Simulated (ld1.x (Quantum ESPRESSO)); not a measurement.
manganese, PAW: configuration errors across variants

```
Element                 : manganese (Mn)
Generator               : ld1.x (Quantum ESPRESSO) 7.5
Type                    : PAW
Functional              : PBE
Relativity              : scalar-relativistic
Frozen core             : [Ne]
Valence charge          : 15
Reference configuration : 3s2 3p6 3d6 4s1 4p0
Partial waves           : 3s (bound): rcut 1.25, rcutus 1.40 bohr; 4s (bound): rcut 1.25, rcutus 1.40 bohr; 3p (bound): rcut 1.45, rcutus 1.65 bohr; 4p (bound, empty): rcut 1.45, rcutus 1.65 bohr; 3d (bound): rcut 0.85, rcutus 0.95 bohr; 3d channel at 1.8 Ry: rcut 0.85, rcutus 0.95 bohr
Local potential         : all-electron potential smoothed inside 1.60 bohr (lloc = -2)
Core correction         : Bessel-smoothed model core inside 0.60 bohr
Augmentation charge     : BESSEL, radius 0.95 bohr
```

All-electron excitation energies from the reference (eV): (1) 3s2 3p6 3d5 4s2 4p0 0.358; (2) 3s2 3p6 3d5 4s1 4p0 8.774; (3) 3s2 3p6 3d5 4s0 4p0 24.373.

Tests that are not counted but printed errors over 1 eV. “waves 3s (bound): rcut 1.25, rcutus 1.46 bohr; 4s (bound): rcut 1.25, rcutus 1.46 bohr”: 3s1 3p6 3d5 4s2 4p0 (solver errors, printed error -2150 eV); 3s2 3p6 3d4 4s0 4p0 (solver errors, printed error -1884 eV).

Errors AE − PS in meV (a dash: test not solved or not reliable):

```tsv
change	(1)	(2)	(3)	bound ghosts
base	+1.1	+0.6	-0.7	none
waves 3s (bound): rcut 0.88, rcutus 0.94 bohr; 4s (bound): rcut 0.88, rcutus 0.94 bohr	+2.0	+1.2	-0.4	none
waves 3s (bound): rcut 1.04, rcutus 1.10 bohr; 4s (bound): rcut 1.04, rcutus 1.10 bohr	+1.1	+0.5	-0.7	none
waves 3s (bound): rcut 1.20, rcutus 1.28 bohr; 4s (bound): rcut 1.20, rcutus 1.28 bohr	+1.0	+0.5	-0.7	none
waves 3s (bound): rcut 1.25, rcutus 1.46 bohr; 4s (bound): rcut 1.25, rcutus 1.46 bohr	+1.4	+0.8	-0.7	none
waves 3s (bound): rcut 1.25, rcutus 1.80 bohr; 4s (bound): rcut 1.25, rcutus 1.80 bohr	–	–	–	none
waves 3s (bound): rcut 1.25, rcutus 1.96 bohr; 4s (bound): rcut 1.25, rcutus 1.96 bohr	–	–	–	none
waves 3s (bound): rcut 1.25, rcutus 2.08 bohr; 4s (bound): rcut 1.25, rcutus 2.08 bohr	–	–	–	none
```

**Question.** Give the same row for: waves 3s (bound): rcut 1.25, rcutus 1.62 bohr; 4s (bound): rcut 1.25, rcutus 1.62 bohr.

**Answer.** –, –, –; bound ghosts: none.
